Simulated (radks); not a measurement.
The numbers below are computed, except where a source is named.
Spin polarisation of the 4p1 shell in Ga. Start: [Ar] 3d10 4s2 4p(up 0.5, down 0.5); electrons of 4p are moved from spin down to spin up, other shells keep equal spins. Code: a radial shooting solver on a logarithmic mesh with Libxc functionals. Model: non-relativistic Kohn-Sham, PBE, spin-polarised, spherical densities, point nucleus.

| moment (Bohr magnetons) | E - E(0) (eV) | e(4p up) (eV) | e(4p down) (eV) | 4s down minus up (eV) | 3d down minus up (eV) | 3p down minus up (eV) |
|---|---|---|---|---|---|---|
| 0 | 0.000 | -2.616 | -2.616 | 0.000 | 0.000 | 0.000 |
| 0.25 | -0.011 | -2.702 | -2.521 | 0.174 | 0.015 | 0.005 |
| 0.5 | -0.045 | -2.779 | -2.414 | 0.349 | 0.030 | 0.009 |
| 0.75 | -0.103 | -2.847 | -2.295 | 0.524 | 0.045 | 0.014 |
| 1 | -0.184 | -2.907 | -2.150 | 0.701 | 0.060 | 0.019 |

At moment 1 the spin-polarisation energy is -0.184 eV and the 4p exchange splitting 0.757 eV, that is 0.757 eV per Bohr magneton; E = -I m^2/4 would give I = 0.737 eV.
